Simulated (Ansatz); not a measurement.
`CC1=[C]([AlH2])C1` + `O=CN[SiH3]` → `O=C[N]([AlH2])[SiH3]` + `CC1=CC1`  (ligand exchange at the Al–C bond)

Program: Ansatz. Geometries: PBE0-D4/def2-TZVP. ΔE: electronic, gas phase. CBS: MP2 limit from def2 TZ/QZ plus the TZ coupled-cluster correction, frozen cores. One conformer a species, not always the lowest.

`CC1=[C]([AlH2])C1`:

Cartesian coordinates in Å:
```
C -0.608 1.760 -0.555
C 0.120 0.508 -0.329
C 0.184 -0.669 0.235
Al -0.603 -1.995 1.360
C 1.355 -0.223 -0.653
H -0.789 1.903 -1.625
H -0.005 2.612 -0.226
H -1.563 1.775 -0.027
H -2.024 -1.708 2.006
H 0.158 -3.356 1.639
H 2.297 0.068 -0.187
H 1.478 -0.673 -1.639
```

`O=CN[SiH3]`:

```xyz
9

O    -1.543   -0.125    1.225
C    -1.071   -0.925    0.450
N     0.012   -0.645   -0.318
Si    0.764    0.941   -0.186
H    -1.489   -1.939    0.313
H     0.342   -1.367   -0.938
H    -0.184    2.008   -0.575
H     1.279    1.168    1.182
H     1.891    0.883   -1.152
```

`O=C[N]([AlH2])[SiH3]`:

Cartesian coordinates in Å:
```
O 1.194 -0.084 -2.002
C 0.986 -0.667 -0.962
N 0.130 -0.200 0.003
Al -0.160 -1.101 1.549
Si -0.606 1.340 -0.480
H 1.483 -1.627 -0.727
H 0.636 -2.454 1.714
H -1.165 -0.480 2.589
H -1.431 1.184 -1.699
H 0.419 2.395 -0.651
H -1.486 1.694 0.665
```

`CC1=CC1`:

```xyz
10

C    -0.737    0.102   -1.273
C     0.132    0.035   -0.095
C     1.287    0.109    0.474
C     0.140   -0.207    1.385
H    -0.172    0.332   -2.178
H    -1.259   -0.849   -1.417
H    -1.508    0.867   -1.135
H     2.349    0.273    0.412
H     0.014   -1.222    1.767
H    -0.245    0.560    2.060
```

| species | CCSD(T)/CBS(def2) energy (Eh) |
| --- | --- |
| `CC1=[C]([AlH2])C1` | -398.34479 |
| `O=CN[SiH3]` | -460.03422 |
| `O=C[N]([AlH2])[SiH3]` | -702.66937 |
| `CC1=CC1` | -155.72823 |

Problem. Work out ΔE.

Solution. ΔE = (-702.66937) + (-155.72823) − (-398.34479) − (-460.03422) = -0.01859 Eh = -48.8 kJ/mol.

Largest T1 diagnostic among the species: 0.015.

The D4 term adds −3.9 kJ/mol with B3LYP and −1.9 kJ/mol with PBE0; it sums over pairs of atoms, weighted by their polarisabilities, and B3LYP, whose exchange is more repulsive, gets the larger term. In def2-TZVPP, CCSD(T) changes the Hartree–Fock value by −9.2 kJ/mol (the triples alone add −0.6 kJ/mol) and MP2 by −8.9 kJ/mol.

B3LYP here is the variant with VWN-RPA as its local correlation; programs differ in this.
